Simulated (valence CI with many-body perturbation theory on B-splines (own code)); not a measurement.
Energy levels of Sr¹⁶⁺

Method: configuration interaction combined with many-body perturbation theory (CI+MBPT): four valence electrons over a frozen Dirac-Fock core [Ar], radial functions for each j: 7 s, 7 p, 8 d, 6 f, 4 g, 1 h, with the one-electron correlation potential Σ1, the two-electron term Σ2, the three-electron term Σ3, Breit, model QED; selected CI, second order for the rest, scaled by the run's own slope (own B-spline code, finite nucleus).

No measured levels were compared; by estimate terms of the open shell hold to 2 to 4 % of their energy, and close levels can change places. Only levels of the ground parity were solved; by the run's estimate the other parity begins above the list, which can be wrong where configurations are misplaced.

Levels 1 to 31 of 31, with energies above the lowest level, 3d4 5D_0. "Leading %" is the weight of the configuration and term that name the level; weights of strongly mixed levels are sums over their largest components and can fall short, so below about 35 % the name and the second component can differ from the true leading terms, or belong to a minority configuration. In the jj column 3d3/2^4 stands for four electrons in 3d with j = 3/2. Lifetimes count E1, E2, E3, M1 and M2 decay at the calculated energies, and are blank where another channel may lead or the interval is too uncertain; long ones can be off by a factor of two.

```
No.  Configuration  Term  J  E (cm⁻¹)  Leading %              Leading jj  Lifetime  Second component
  1            3d4    5D  0       0.0         90  3d3/2^2 3d5/2^2 (49 %)                 10 % 3d4 3P
  2            3d4    5D  1      3979         95    3d3/2^3 3d5/2 (70 %)    316 ms        5 % 3d4 3P
  3            3d4    5D  2      9242         98  3d3/2^2 3d5/2^2 (66 %)    127 ms                  
  4            3d4    5D  3     14808         97  3d3/2^2 3d5/2^2 (51 %)    129 ms                  
  5            3d4    5D  4     20308         94  3d3/2^2 3d5/2^2 (41 %)    229 ms        6 % 3d4 3F
  6            3d4    3P  0     55073         80          3d3/2^4 (46 %)   1.26 ms       10 % 3d4 1S
  7            3d4    3H  4     61831         66    3d3/2^3 3d5/2 (69 %)   12.9 ms       14 % 3d4 3G
  8            3d4    3P  1     69859         92  3d3/2^2 3d5/2^2 (45 %)   1.60 ms        4 % 3d4 5D
  9            3d4    3H  5     70238         85  3d3/2^2 3d5/2^2 (94 %)   66.6 ms       15 % 3d4 3G
 10            3d4    3G  3     72291         50  3d3/2^2 3d5/2^2 (55 %)   3.97 ms       47 % 3d4 3F
 11            3d4    3F  2     74542         91  3d3/2^2 3d5/2^2 (54 %)   4.08 ms        6 % 3d4 1D
 12            3d4    3H  6     74917         90  3d3/2^2 3d5/2^2 (71 %)    564 ms       10 % 3d4 1I
 13            3d4    3F  4     79370         52    3d3/2 3d5/2^3 (44 %)   2.77 ms       27 % 3d4 3H
 14            3d4    3P  2     85915         81  3d3/2^2 3d5/2^2 (53 %)   3.65 ms       18 % 3d4 3D
 15            3d4    3G  4     87791         59  3d3/2^2 3d5/2^2 (81 %)   8.88 ms       24 % 3d4 1G
 16            3d4    3F  3     89211         52    3d3/2 3d5/2^3 (68 %)   3.95 ms       46 % 3d4 3G
 17            3d4    3G  5     95044         85    3d3/2 3d5/2^3 (94 %)   8.54 ms       15 % 3d4 3H
 18            3d4    3D  3    101160         92  3d3/2^2 3d5/2^2 (39 %)   3.00 ms                  
 19            3d4    3D  2    104220         66    3d3/2 3d5/2^3 (37 %)   2.21 ms       15 % 3d4 3P
 20            3d4    1I  6    106270         90    3d3/2 3d5/2^3 (71 %)   5.90 ms       10 % 3d4 3H
 21            3d4    3D  1    107840         96    3d3/2 3d5/2^3 (63 %)   1.97 ms                  
 22            3d4    1G  4    115530         66          3d5/2^4 (56 %)   1.82 ms       18 % 3d4 3F
 23            3d4    1S  0    120040         87    3d3/2 3d5/2^3 (68 %)   1.37 ms       12 % 3d4 3P
 24            3d4    1D  2    131760         73  3d3/2^2 3d5/2^2 (48 %)   1.62 ms       11 % 3d4 3D
 25            3d4    1F  3    142190         84    3d3/2 3d5/2^3 (61 %)                  8 % 3d4 3F
 26            3d4    3P  2    161530         93  3d3/2^2 3d5/2^2 (57 %)   2.10 ms        4 % 3d4 1D
 27            3d4    3F  4    165900         92  3d3/2^2 3d5/2^2 (75 %)                  7 % 3d4 1G
 28            3d4    3F  2    169160         92  3d3/2^2 3d5/2^2 (48 %)   1.48 ms        5 % 3d4 1D
 29            3d4    3F  3    171430         89    3d3/2 3d5/2^3 (90 %)                 10 % 3d4 1F
 30            3d4    3P  1    174910         99    3d3/2 3d5/2^3 (88 %)                            
 31            3d4    3P  0    181480         97          3d5/2^4 (56 %)
```

Names give the largest LS component (configuration and term), which can be under half, so a name can repeat, a term be missing and a line seem to break the LS rules; names also repeat where a configuration has a term twice.

The ionisation energy to 3d3 4F_3/2 of the next ion comes out as 611.95 eV (NIST: 612 ± 3 eV (theoretical)). All 31 levels together are meant to be complete up to 188740 cm⁻¹.
